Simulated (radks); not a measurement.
Problem. Neutral mercury, [Hg]. All-electron calculation, non-relativistic Kohn-Sham, exchange-only B88, spin-polarised, spherical densities, point nucleus. Program: a radial shooting solver on a logarithmic mesh with Libxc functionals. Every spin shell is full or empty, so the densities are truly spherical. Functionals are evaluated on that one density, not self-consistently. Rank these orbital-free kinetic functionals by their error against the exact value of the orbitals, and give that value: Thomas-Fermi, TF + vW, LC94, APBEK, revAPBEK, Perdew 92, DePristo-Kress, Ernzerhof.

Solution. Exact: 18409.2 hartree. From best to worst, with 100 (|E| - |E exact|)/|E exact| (equal figures are ties): LC94 +0.02, APBEK +0.04, revAPBEK +0.18, DePristo-Kress -0.20, Ernzerhof -0.48, Perdew 92 -0.68, Thomas-Fermi -4.62, TF + vW +30.78.
